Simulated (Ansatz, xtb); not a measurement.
## C6H12S: which of two isomers lies lower

We compare X, `SC1CCCCC1`, a singlet, with Y, `CC1(S)CCCC1`, a singlet. Both are isolated molecules in the gas phase, relaxed with PBE0-D3(BJ)/def2-SVP; each stands in its lowest conformer found.

Task: Estimate which is lower in electronic energy at CCSD(T)/def2-SVP + ΔMP2/def2-TZVPP, and by roughly how much.

Result: The CCSD(T)/def2-SVP + ΔMP2/def2-TZVPP calculation puts structure X lower, by 0.147 eV.

The same difference at several levels:

```csv
level,geometry,E(Y) − E(X) (eV),departure from the last row (eV),"job, with rough time for the two"
GFN2-xTB,GFN2-xTB,+0.172,+0.025,"optimisation, 0.19 s"
HF/STO-3G,GFN2-xTB,+0.276,+0.128,"single point, 1.6 s"
r2SCAN-D4/def2-SVP,GFN2-xTB,+0.207,+0.060,"single point, 5.3 s"
PBE0-D3(BJ)/def2-SVP,PBE0-D3(BJ)/def2-SVP,+0.217,+0.070,"optimisation, 49 s"
HF/def2-SVP,PBE0-D3(BJ)/def2-SVP,+0.262,+0.114,part of the CCSD(T) run
MP2/def2-SVP,PBE0-D3(BJ)/def2-SVP,+0.156,+0.009,part of the CCSD(T) run
CCSD(T)/def2-SVP,PBE0-D3(BJ)/def2-SVP,+0.178,+0.031,single point
CCSD(T)/def2-SVP + ΔMP2/def2-TZVPP,PBE0-D3(BJ)/def2-SVP,+0.147,,"single point, 2.5 min"
```

As drawn, both hold the same kinds of bond in the same numbers. Structure X has 0 methyl groups, Y 1. Structure X has a 6-membered ring, Y a 5-membered ring.

None of the levels shown reverses the order. The largest departure from CCSD(T)/def2-SVP + ΔMP2/def2-TZVPP is that of HF/STO-3G, 0.128 eV. The last row adds to CCSD(T) the change of the MP2 difference between the two basis sets, here −0.031 eV.

With thermal terms from frequencies at re-optimised GFN2-xTB minima (ideal gas, soft modes damped towards free rotors, one conformer each, 298.15 K, 1 atm): the zero-point term adds −0.044 eV; ΔH is +0.121 and ΔG +0.086 eV.

The correlated steps freeze 11 core orbitals. Run with Ansatz 0.2.0, xtb 6.7.1; the last row on 4 threads of AMD EPYC 7R13 Processor (Zen 3) on a shared host.
